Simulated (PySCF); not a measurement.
Job for PySCF: R-BP86/6-31G* on H4O2Si (SMILES O[SiH2]O).

```python
from pyscf import gto, scf, dft, mp
from pyscf.data.elements import chemcore

mol = gto.M(
    atom='''
    O    -0.04742771    1.04059696    1.31714254
    Si   -0.63688943    0.35662861   -0.03988783
    O     0.39431490    0.50732271   -1.31815438
    H     0.11139915    0.46930399    2.10347644
    H    -1.86126226    1.04050751   -0.49612203
    H    -0.91253385   -1.08148378    0.23563361
    H     1.31175691    0.25786759   -1.18255999
    ''',
    basis='6-31g*',
    cart=True,
    charge=0, spin=0, verbose=3, max_memory=1800)
mf = dft.RKS(mol, xc='b88,p86')
mf.conv_tol = 1e-8
mf.max_cycle = 100
mf.kernel()
if not mf.converged:
    mf = mf.newton().run(mf.mo_coeff, mf.mo_occ)
```

It printed:

```
converged SCF energy = -442.414353785452
```

Self-consistency was reached.

Cost: around 5 core-seconds (rough).
